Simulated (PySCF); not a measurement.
Atom-mapped SMILES (the numbers label the heavy atoms): `[CH3:1][SiH2:2][Si@@H:3]([F:4])[C:5]([F:6])([F:7])[F:8]` (H(Xn): hydrogen on atom n). Ha(Si2) is pro-R; Hb(Si2) is pro-S.

[PySCF 2.14.0 with density-fitted response routines: shielding tensors at PBE0/pcSseg-1 (GIAO); geometry from GFN2-xTB; averaged over atoms made equivalent by symmetry, fast rotation or ring inversion; single conformer; relativity neglected; in vacuum]

δ = σ(ref) − σ, references computed at the same level: TMS for $^{13}$C (σref 186.93), $^{1}$H (σref 31.72), $^{29}$Si (σref 349.16); CFCl3 for $^{19}$F (σref 170.95).

```tsv
atoms	nucleus	count	Hirshfeld charge	δ (ppm)
Hb(Si2)	$^{1}$H	1	-0.07	4.02
Si3	$^{29}$Si	1	0.34	?
F6/F7/F8	$^{19}$F	3	-0.10	-76.0
H(Si3)	$^{1}$H	1	-0.06	5.58
C5	$^{13}$C	1	0.16	?
Si2	$^{29}$Si	1	0.27	-81.0
F4	$^{19}$F	1	-0.20	-234.0
Ha(Si2)	$^{1}$H	1	-0.06	4.31
C1	$^{13}$C	1	-0.21	-11.7
H(C1)	$^{1}$H	3	0.05	?
```

Q: Estimate the values marked ?.

A: 
- C5: 138.9 ppm, CF3 carbon; 3 electronegative neighbours deshield it
- H(C1): 0.29 ppm, hydrogen on a methyl carbon bonded to Si; an electropositive neighbour shields it, as in TMS itself
- Si3: 12.8 ppm, silicon bonded to C, F, Si, H

Shifts are as computed. Against solution values, carbons near 30 ppm lie about +3 ppm off and those near 130 ppm about +5 ppm. Of 1211 compounds with measured shifts, 218 miss one by over three times the rms of a fit or turn the order of signals round; such compounds aren't used in these exercises. Unscaled 19F shifts against computed CFCl3 carry errors that often reach 10 to 50 ppm.
